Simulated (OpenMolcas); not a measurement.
d1 ions of charge +4 down a group on the Zr site of Cs2ZrCl6

```json
{
  "Program": "OpenMolcas",
  "Method": "SS-CASPT2, IPEA 0.25 Eh, imaginary shift 0.1 Eh",
  "Spin-orbit coupling": "state interaction with AMFI integrals over the reference wave functions"
}
```

The d shell is active; CASPT2 correlates the ligand valence shells and the outer metal core. Each dopant is a cluster with its nearest anions in model potentials and point charges, with no relaxation. Distances were set from a Shannon-type radius of the metal (high-spin where two are listed) plus a fixed donor radius (Cl 1.76 Å), in hosts weighted 0.65 to 0.35 with the host's distance in the model lattice. Ligand basis ANO-RCC-VDZP, DKH2 Hamiltonian. States (labels of O, the rotations of Oh). Energies in cm-1 above the lowest state or level, χT in cm3 K/mol; under a threefold ground state the first gap can be a small split of the lowest multiplet, not the spin-orbit step; 10Dq is the gap between the two states. Spin-only χT is S(S+1) / 2 for the spin of the ground state.

| Ion | Shell | R (Å) | Metal basis | Ground state | First state of that spin | 10Dq | First gap with spin-orbit (degeneracies) | χT at 300 K | Spin-only χT |
| --- | --- | --- | --- | --- | --- | --- | --- | --- | --- |
| V4+ | 3d1 | 2.377 | ANO-RCC-VTZP | 2T2 | 2E 21580 | 21579 | 330 (4, 2) | 0.369 | 0.375 |
| Nb4+ | 4d1 | 2.442 | ANO-RCC-VTZP | 2T2 | 2E 26140 | 26144 | 890 (4, 2) | 0.165 | 0.375 |

|10Dq| changes by a factor of 26144 / 21579 = 1.21 from V4+ to Nb4+.

χT departs most from the spin-only value for Nb4+, by -0.210 cm3 K/mol.

Roots that are degenerate in the reference are averaged as groups; the widest CASPT2 spread within a group is 10 cm-1 (the 2-fold group of multiplicity 2 near 21600 cm-1 above the lowest state of its run, V4+). Shifts and gaps below about the spread of the groups concerned are not significant. Over all roots computed the reference weight is 0.64 in V4+, 0.66 in Nb4+; a low but even weight reflects the number of correlated electrons. An orbital triplet at a regular site is open to Jahn-Teller coupling, which can distort the site and quench the lowest spin-orbit gaps and is left out. Ligand-to-metal charge-transfer states are missing. With one d shell and no ligand orbital active, 10Dq can be off by a tenth or more. The least metal-like active orbital is 75 % on the metal (Löwdin) and no ligand orbital is active, so the numbers are rough (holds for V4+). The least metal-like active orbital is 72 % on the metal (Löwdin) and no ligand orbital is active, so the numbers are rough (holds for Nb4+). No measured value stands beside these numbers; the geometry was set by hand and not optimised.
